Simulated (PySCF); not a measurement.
## Radial density of Ho³⁹⁺ (holmium, charge +39)

TPSSh, [Ar] 3d10, closed-shell 1S. Computed with PySCF 2.14 in an even-tempered Gaussian basis (18 s from 7.3 bohr⁻², ratio 2.5; 13 p from 9.5 bohr⁻², ratio 2.5; 8 d from 9.5 bohr⁻², ratio 2.5; 4 f from 42 bohr⁻², ratio 2.7; 3 g from 63 bohr⁻², ratio 2.7), with scalar relativity by spin-free X2C-1e.

| r (bohr) | 4πr²ρ (e/bohr) |
| --- | --- |
| 0.0212 | 82.07 |
| 0.0356 | 84.39 |
| 0.0599 | 116.6 |
| 0.101 | 90.43 |
| 0.170 | 96.08 |
| 0.285 | 48.38 |
| 0.480 | 1.750 |
| 0.807 | 0.002539 |

Densities and radii are taken from the X2C orbitals without a picture-change correction, which distorts them close to the nucleus.

Spin-orbit coupling, which splits the p, d and f shells strongly at this Z, is absent.
